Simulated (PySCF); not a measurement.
Positional isomers: thiophene mercapto+boryl. All species are isolated molecules in the gas phase. One relaxed conformer stands for each flexible species; it need not be the lowest. Strings in code marks are SMILES. Quantity: electronic energy of isomers of C4H5BS2 relative to `Bc1sccc1S` (H–B–C–S torsion -180°, C–C–S–H torsion -180°). Level 1: PBE-D3(BJ)/def2-TZVP // PBE0-D4/def2-SVP (PySCF). Level 2: B3LYP-D3(BJ)/def2-TZVP // PBE0-D4/def2-SVP (PySCF). B3LYP has the VWN-RPA correlation part, as in Gaussian.

```tsv
case	level 1 (kcal/mol)	level 2 (kcal/mol)
`Bc1ccc(S)s1` (H–B–C–S torsion 0°, S–C–S–H torsion 0°)	0.4	0.5
`Bc1cc(S)cs1` (H–B–C–S torsion 0°, C–C–S–H torsion 55°)	2.0	withheld
`Bc1cscc1S` (H–B–C–C torsion 180°, C–C–S–H torsion 0°)	4.6	4.6
`Bc1ccsc1S` (H–B–C–C torsion 180°, S–C–S–H torsion 180°)	4.7	4.9
`Bc1csc(S)c1` (H–B–C–C torsion 0°, S–C–S–H torsion 79°)	6.1	5.2
```

Fit level 2 = a + b·x to the 4 complete rows by least squares, with x = level 1 in kcal/mol. Give a, b and the rms residual, and predict the withheld value.

Means of the 4 rows: x̄ = 3.95, ȳ = 3.8 kcal/mol. Σ(x − x̄)² = 18.21 and Σ(x − x̄)(y − ȳ) = 16.07, so b = 0.882 and a = ȳ − b·x̄ = 0.32 kcal/mol. The rms residual is 0.36 kcal/mol. At x = 2 the line gives 2.1 kcal/mol. The run for `Bc1cc(S)cs1` (H–B–C–S torsion 0°, C–C–S–H torsion 55°) gave 1.5 kcal/mol, so the line is off by 0.6 kcal/mol, within twice the rms residual.

Codes: PySCF.
